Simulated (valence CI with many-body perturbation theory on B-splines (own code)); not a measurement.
**Hyperfine factors and g values of Er53+**

Calculated by relativistic CI+MBPT: five valence electrons over a frozen Dirac-Fock core [Ne], radial functions for each j: 11 s, 11 p, 10 d, 8 f, 5 g, 2 h, with the one-electron correlation potential Σ1, the two-electron term Σ2, the three-electron term Σ3, Breit, model QED; selected CI, second order for the rest, scaled by the run's own slope (own B-spline code, finite nucleus).

The last digits are not significant, and no measured levels were compared; by estimate large intervals hold to a few tenths of a per cent, small ones and those within an open d or f shell to about a per cent. Among the levels kept, up to 3000 cm⁻¹ of a level comes from second order outside the variational space, and about a tenth of that is noise between levels of different J, which matters for small intervals.

A/g_I is the dipole constant over the nuclear g factor μ/I (μ in nuclear magnetons, uniformly magnetised nucleus), B/Q the quadrupole constant per barn. Both hold the static response of the core; the bare values leave it out. Large factors of s and p1/2 electrons are usually good to 5 to 10 %; those of open d and f shells near neutrality can be off by tens of per cent, and small factors of p3/2, d and f electrons come from cancelling terms and can be off by a factor of two or in sign, in half-filled shells by more. B is blank for J = 1/2, where it vanishes, and for nearly pure S terms. Energies count from the lowest level.

Levels are named by their leading jj configuration (3d3/2^4 stands for four electrons in 3d with j = 3/2), which in mixed levels can hold well under half, so a name can repeat and another be missing. Letters in brackets count levels of one name in rising energy.

| Level | E (eV) | g | A/g_I (MHz) | A/g_I bare | B/Q (MHz/b) | B/Q bare |
| --- | --- | --- | --- | --- | --- | --- |
| (3s^2 3p1/2^2 3p3/2) J=3/2 | 0.00 | 1.351 | 153000 | 153000 | 293000 | 289000 |
| (3s^2 3p1/2^2 3d3/2) J=3/2 | 205.86 | 0.778 | 82000 | 84200 | 46300 | 48100 |
| (3s^2 3p1/2 3p3/2^2) J=3/2 | 224.85 | 1.452 | -56500 | -52300 | 28600 | 28200 |
| (3s^2 3p1/2 3p3/2^2) J=5/2 | 235.63 | 1.189 | 374000 | 369000 | -657 | -641 |
| (3s^2 3p1/2 3p3/2^2) J=1/2 | 249.34 | 0.651 | 1240000 | 1210000 |  |  |
| (3s^2 3p1/2^2 3d5/2) J=5/2 | 271.43 | 1.201 | 42500 | 44700 | 35400 | 37600 |
| (3s 3p1/2^2 3p3/2^2) J=5/2 | 377.63 | 1.459 | 820000 | 806000 | 78600 | 77400 |
| (3s 3p1/2^2 3p3/2^2) J=3/2 | 404.83 | 1.148 | -427000 | -413000 | -39400 | -38700 |
| (3s 3p1/2^2 3p3/2^2) J=1/2 | 405.71 | 2.080 | 3330000 | 3260000 |  |  |
| (3s^2 3p1/2 3p3/2 3d3/2) J=5/2 [a] | 428.75 | 0.956 | 281000 | 278000 | -34300 | -32700 |
| (3s^2 3p1/2 3p3/2 3d3/2) J=3/2 [a] | 431.46 | 0.907 | 276000 | 274000 | -185000 | -183000 |
| (3s^2 3p1/2 3p3/2 3d3/2) J=1/2 [a] | 431.50 | 0.208 | 458000 | 453000 |  |  |
| (3s^2 3p1/2 3p3/2 3d3/2) J=7/2 | 439.81 | 1.031 | 277000 | 275000 | 313000 | 310000 |
| (3s^2 3p1/2 3p3/2 3d3/2) J=5/2 [b] | 466.24 | 1.174 | 51100 | 53700 | 298000 | 294000 |
| (3s^2 3p1/2 3p3/2 3d3/2) J=1/2 [b] | 474.64 | 1.669 | 854000 | 837000 |  |  |
| (3s^2 3p1/2 3p3/2 3d3/2) J=3/2 [b] | 474.70 | 1.228 | -23100 | -18700 | 13300 | 12200 |
| (3s^2 3p3/2^3) J=3/2 | 475.87 | 1.300 | 162000 | 161000 | -321000 | -316000 |
| (3s^2 3p1/2 3p3/2 3d5/2) J=7/2 [a] | 483.68 | 1.303 | -48400 | -44300 | 331000 | 329000 |
| (3s^2 3p1/2 3p3/2 3d5/2) J=3/2 [a] | 493.61 | 1.347 | -166000 | -159000 | -113000 | -111000 |
| (3s^2 3p1/2 3p3/2 3d5/2) J=9/2 | 495.38 | 1.186 | 207000 | 206000 | 320000 | 318000 |
| (3s^2 3p1/2 3p3/2 3d5/2) J=5/2 [a] | 497.17 | 1.126 | 273000 | 270000 | -218000 | -214000 |
| (3s^2 3p1/2 3p3/2 3d5/2) J=5/2 [b] | 517.26 | 1.263 | -39100 | -35500 | 32600 | 33500 |
| (3s^2 3p1/2 3p3/2 3d5/2) J=7/2 [b] | 517.33 | 1.117 | 237000 | 234000 | 12600 | 14300 |
| (3s^2 3p1/2 3p3/2 3d5/2) J=3/2 [b] | 525.06 | 0.929 | 362000 | 357000 | 35200 | 35400 |
| (3s^2 3p1/2 3p3/2 3d5/2) J=1/2 | 528.49 | 1.234 | -367000 | -356000 |  |  |
| (3s 3p1/2^2 3p3/2 3d3/2) J=5/2 [a] | 578.86 | 1.270 | 642000 | 632000 | 89100 | 87400 |
| (3s 3p1/2^2 3p3/2 3d3/2) J=3/2 [a] | 580.87 | 1.274 | 380000 | 376000 | 597 | -667 |
| (3s 3p1/2^2 3p3/2 3d3/2) J=1/2 [a] | 582.60 | 2.430 | 1960000 | 1930000 |  |  |
| (3s 3p1/2^2 3p3/2 3d3/2) J=7/2 | 587.80 | 1.267 | 614000 | 604000 | 295000 | 293000 |
| (3s 3p1/2^2 3p3/2 3d3/2) J=3/2 [b] | 604.43 | 1.001 | 292000 | 289000 | -161000 | -158000 |
| (3s 3p1/2 3p3/2^3) J=3/2 [a] | 613.97 | 1.478 | 631000 | 621000 | -268000 | -265000 |
| (3s 3p1/2^2 3p3/2 3d3/2) J=5/2 [b] | 615.99 | 0.876 | -147000 | -141000 | 180000 | 180000 |
| (3s 3p1/2^2 3p3/2 3d3/2) J=1/2 [b] | 619.67 | 0.559 | 607000 | 596000 |  |  |
| (3s 3p1/2 3p3/2^3) J=5/2 | 629.55 | 1.290 | 977000 | 959000 | -347000 | -342000 |
| (3s 3p1/2^2 3p3/2 3d5/2) J=9/2 | 634.44 | 1.357 | 486000 | 479000 | 313000 | 311000 |
| (3s^2 3p1/2 3d3/2^2) J=5/2 | 646.52 | 0.776 | 238000 | 236000 | 69400 | 68900 |
| (3s 3p1/2 3p3/2^3) J=1/2 | 647.88 | 1.365 | -972000 | -946000 |  |  |
| (3s 3p1/2^2 3p3/2 3d5/2) J=5/2 [a] | 649.09 | 1.380 | 709000 | 697000 | -159000 | -157000 |
| (3s 3p1/2 3p3/2^3) J=3/2 [b] | 650.09 | 1.129 | 349000 | 345000 | -41100 | -40500 |
| (3s 3p1/2^2 3p3/2 3d5/2) J=7/2 [a] | 656.76 | 1.253 | 346000 | 342000 | 172000 | 172000 |

(1) Take the isotope of mass number 167, with I = 7/2, μ = -0.5623 μN and Q = 3.57 b. What is the hyperfine structure of (3s^2 3p1/2 3p3/2^2) J=1/2?

Results:

(1) From the table A = -199000 MHz. Shifts from the centre of gravity in MHz: F = 3: 448000, F = 4: -348000.
